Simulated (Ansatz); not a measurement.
Molecule: C₆H₁₂, charge 0, multiplicity 1. 
Structure (B3LYP-D3(BJ)/def2-TZVP (Ansatz, a quantum-chemistry and plane-wave program) minimum search):
```xyz
18

C      2.7611    -0.2245    -0.0421
C      1.4339     0.0940    -0.7403
C      0.5363     0.9440     0.1078
C     -0.6451     0.6169     0.6274
C     -1.3936    -0.6722     0.4680
C     -2.7115    -0.4876    -0.2933
H      2.5900    -0.8024     0.8679
H      3.4212    -0.8000    -0.6940
H      3.2843     0.6915     0.2411
H      1.6457     0.6272    -1.6736
H      0.9373    -0.8349    -1.0236
H      0.9251     1.9351     0.3297
H     -1.1553     1.3679     1.2260
H     -1.6143    -1.0770     1.4618
H     -0.7802    -1.4188    -0.0380
H     -3.3498     0.2478     0.2014
H     -2.5248    -0.1337    -1.3088
H     -3.2660    -1.4260    -0.3546
```
Charge 0, spin multiplicity 1.

Property: atomisation energy (electronic, to ground-state atoms), in eV. Valence correlation only, unless marked. UHF or UKS for open shells. No spin-orbit coupling. No relativistic terms. The coupled-cluster limit lacks core correlation, which all-electron functionals hold. Basis-set limits of correlation are two-point, X^-3; Hartree-Fock from the larger set. [CCSD(T)-MP2]/basis is that difference in the basis named.

| level | program | atomisation energy (eV) | minus last row |
|---|---|---|---|
| HF/aug-cc-pVTZ | Ansatz | 57.49 | -18.03 |
| r2SCAN-D4/def2-TZVPD | Ansatz + dftd4 | 75.70 | 0.18 |
| BHLYP-D4/def2-TZVPD | Ansatz + dftd4 | 74.03 | -1.49 |
| r2SCANh/def2-TZVPD | Ansatz | 75.34 | -0.18 |
| CAM-B3LYP-D4/def2-TZVPD | Ansatz + dftd4 | 75.92 | 0.40 |
| B2GP-PLYP/def2-TZVPD | Ansatz | 74.60 | -0.92 |
| CCSD(T)/cc-pwCVTZ | Ansatz | 74.07 | -1.45 |
| CCSD(T) with core electrons/cc-pwCVTZ | Ansatz | 74.36 | -1.16 |
| RI-MP2/CBS(aug-cc-pVTZ,aug-cc-pVQZ)+[CCSD(T)-MP2]/aug-cc-pVDZ | Ansatz | 75.49 | -0.03 |
| CCSD(T)/CBS(cc-pVTZ,cc-pVQZ) | Ansatz | 75.52 | 0.00 |
